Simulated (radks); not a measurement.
Problem. Charge is removed step by step from the 2p (averaged over the sub-levels emptied) level of O3+, starting from [He] 2s2 2p1. Method: Dirac Kohn-Sham, PBEsol, spin-unpolarised, spherical densities, finite nucleus; open shells are shared between the two j in proportion to 2j + 1; Fermi nuclear charge, rms radius 2.6991 fm; computed with a radial shooting solver on a logarithmic mesh with Libxc functionals. At the starting occupation the eigenvalue is -64.757 eV. Estimate the energy to remove one whole electron from this level, the eigenvalue at the end, and how far E(n) bends from a straight line.

Solution. Delta-SCF 76.645 eV; final eigenvalue -88.913 eV; the deviation from the straight line is -3.021 eV at 0.5 electron removed, the largest on the grid computed. Slater's transition state (half an electron removed) gives 76.550 eV. Integrating minus the eigenvalue over the occupation (Janak's theorem) gives 76.645 eV. The mean slope of the eigenvalue, de/dn, is 24.2 eV per electron. Ionisation energy of O3+ in the NIST Atomic Spectra Database: 77.414 eV (measured).

Beside tabulated values, note that spin-unpolarised runs miss the spin-polarisation part of the exchange energy of open shells.
